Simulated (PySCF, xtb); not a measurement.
Al(Cl)2(Et) (C2H5AlCl2), SMILES [Cl][Al]([Cl])[CH2]C.

GFN2-xTB in xtb at its own geometry gives an orbital gap of 4.05 eV and a dipole moment of 1.85 D.

The structure is a stationary point at ωB97X-D3(BJ)/def2-SVP. The structure was generated by enumeration; whether it is a known compound was not checked. One conformer was computed; it need not be the lowest.

### Question
What does B3LYP/def2-TZVP run with PySCF give? (Estimate from the structure and the level; the computed values follow.)

### Answer
gap 7.04 eV (levels -8.12 and -1.08 eV), dipole 2.12 D.
